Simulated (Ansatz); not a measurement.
Harmonic frequencies (cm⁻¹) at PBE0-D4/def2-TZVP from Ansatz: 68, 144, 148, 164, 168, 177, 205, 211, 226, 568, 598, 650, 677, 693, 699, 716, 782, 850, 857, 876, 914, 1175, 1262, 1269, 1278, 1442, 1445, 1447, 1455, 1455, 1464, 2564, 2641, 3042, 3043, 3043, 3122, 3123, 3124, 3130, 3130, 3134.

**Question.** Which molecule is it?
A. `NB(Br)O[SiH3]`
B. `B[Si](C)(C)C`
C. `CB(C)C[SiH3]`
D. `CCBCC`

**Answer.** B.
